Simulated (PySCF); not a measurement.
C5H2F4NO (doublet state).
Geometry (GFN2-xTB, Å), atoms numbered from 1 in this order:
```
atom  x, y, z in Å
N1    -0.5662    2.5657   -1.0882
C2    -0.5659    1.5087   -0.6224
C3    -0.5482    0.2442   -0.0767
C4     0.4256   -0.1717    0.9173
O5     1.0428    0.8073    1.7257
C6     1.8620    0.2400    0.8107
F7     2.7798   -0.6237    1.2675
C8    -1.5022   -0.7943   -0.5876
F9    -2.0403   -1.5108    0.4108
F10   -2.5020   -0.2841   -1.2985
F11   -0.8695   -1.6860   -1.3794
H12    0.2374   -1.1246    1.4071
H13    2.2423    0.8299   -0.0183
```

The hyperfine couplings belong to this conformer and change with its torsions.

The species is `N#C[C]([C@@H]1O[C@H]1F)C(F)(F)F` [radical].

Computed with PySCF 2.14.0, UKS B3LYP, pcH-1 on C F H N O, non-relativistic, mean-field spin-orbit, GIAO. The structure is a single GFN2-xTB conformer in the gas phase; no vibrational or solvent corrections. The geometry wasn't refined by DFT: couplings that depend on bond lengths, twists or pyramidal angles can differ widely from those at the functional's own minimum. No stability test was run, so a lower SCF solution isn't excluded.

Principal values of hyperfine tensors in MHz (contact and dipolar terms together), for some of the nuclei:

```csv
atom,isotope,A1,A2,A3
F11,19F,30.52,33.19,192.63
C3,13C,4.59,5.30,191.25
C2,13C,-73.96,-56.66,-34.73
C6,13C,40.70,41.23,76.28
F7,19F,-8.38,-3.71,126.36
C4,13C,-38.07,-33.45,-29.16
C8,13C,-33.58,-31.35,-30.93
H12,1H,9.27,11.50,18.48
```

Task: Split each tensor into its isotropic and traceless parts, and turn a_iso into mT with g = 2.0032.

Result: a_iso = (A1 + A2 + A3)/3, Ti = Ai − a_iso; 1 mT corresponds to 28.038 MHz.

```tsv
atom	a_iso (MHz)	a_iso (mT)	T1	T2	T3
F11	85.45	3.048	-54.93	-52.26	107.18
C3	67.04	2.391	-62.46	-61.75	124.20
C2	-55.12	-1.966	-18.84	-1.54	20.39
C6	52.74	1.881	-12.04	-11.50	23.54
F7	38.09	1.359	-46.47	-41.80	88.27
C4	-33.56	-1.197	-4.51	0.11	4.40
C8	-31.96	-1.140	-1.63	0.60	1.02
H12	13.08	0.466	-3.81	-1.58	5.40
```

Task: What spin density at the nucleus of C8 lies behind its contact coupling (g_N = 1.40482)?

Result: a_FC = 800.24 MHz bohr³ × g_N × ρ(0)/(2S). With a_FC = -31.96 MHz and 2S = 1, ρ(0) = -0.02843 bohr⁻³.

Task: F9 (19F, g_N = 5.25774) isn't in the table. Its spin density at the nucleus is 0.007547 bohr⁻³. What is its contact coupling?

Result: By the same relation, a_FC = 31.8 MHz. Its full tensor has the principal values 0.45, 2.17, 92.64 MHz.

Task: Which nucleus of the table has the largest anisotropic coupling, and what is its form?

Result: C3: -62.5, -61.7, 124.2 MHz, axial, in the ratio −1:−1:+2, the form that spin in one p orbital centred on that nucleus gives.

Task: What first-order splitting does C2 cause when the field lies along A1, A2 or A3 of its tensor (g taken as isotropic, no quadrupole term)?

Result: 2 lines (I = 1/2), spaced by |A_i|/(g × 13.996): 2.64, 2.02, 1.24 mT along the axes of A1, A2 and A3.
